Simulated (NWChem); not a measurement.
System: SiH₂SeOF₂; SMILES O[Si](F)(F)[SeH]

```xyz
7

O      1.0307    -1.4998     1.0897
Si    -0.0033    -0.8361     0.0140
F     -1.5281    -1.2473     0.3149
F      0.3961    -1.4858    -1.3953
Se    -0.0143     1.4115    -0.0274
H      1.0334    -1.1428     1.9828
H      1.4413     1.4544    -0.2395
```
Atoms are numbered in this order, from 1.

All runs: NWChem. Pople sets run with spherical d functions. Medium grid unless said otherwise, to which SCAN and Minnesota functionals are sensitive. Geometry: optimised at PBE0/def2-SVP.

Problem. Order these by “orbital gap (eV)”, lowest first: B3LYP/6-31G*; N12/6-31G*; r2SCAN0/6-31G*; LRC-wPBEh/6-31G*.

Solution. N12/6-31G* (5.51), B3LYP/6-31G* (7.18), r2SCAN0/6-31G* (8.05), LRC-wPBEh/6-31G* (11.30)
